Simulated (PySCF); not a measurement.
From one molecule to another.

First species: C5H7Cl3Si.
Atom-mapped SMILES: `[Cl:1][C:2]([Cl:3])([Cl:4])[C@H:5]1[CH:6]=[CH:7][CH2:8][SiH2:9]1` (hydrogens: H10 on C5; H11 on C6; H12 on C7; H13, H14 on C8; H15, H16 on Si9)

Second species: C6H8ClNO.
SMILES: `C(C/C=C\C(=C)Cl)(=O)N`

Levels: PBE0/pcSseg-1 for HOMO energy, LUMO energy and HOMO–LUMO gap. Geometries: GFN2-xTB. Each species is one conformer at its optimised geometry, gas phase, non-relativistic unless stated. Electronic properties by PySCF.

Dipoles, sizes and rotational constants follow the conformer. The torsions of the flexible species, by atom-mapped SMILES:
- `[CH2:1]=[C:2]([Cl:3])/[CH:4]=[CH:5]\[CH2:6][C:7]([NH2:8])=[O:9]`: C1–C2–C4–C5 -162°, C4–C5–C6–C7 -107°, C5–C6–C7–N8 75°, H–N8–C7–C6 4°, H–N8–C7–C6 180°

The conformers of `ClC(Cl)(Cl)[C@H]1C=CC[SiH2]1` aren't listed.

```json
{"property": "HOMO energy", "column X": "-7.65 eV", "column Y": "-6.86 eV"}
{"property": "LUMO energy", "column X": "-0.77 eV", "column Y": "-1.48 eV"}
{"property": "HOMO–LUMO gap", "column X": "6.88 eV", "column Y": "5.38 eV"}
```

(1) Which column belongs to which species?

(2) How does each property change from the first species to the second?

Results:

(1) Column X is the first species and column Y the second. The first has 16 atoms and 102 electrons, the second 17 and 76.

(2) HOMO energy +0.79 eV; LUMO energy -0.71 eV; HOMO–LUMO gap -1.50 eV.

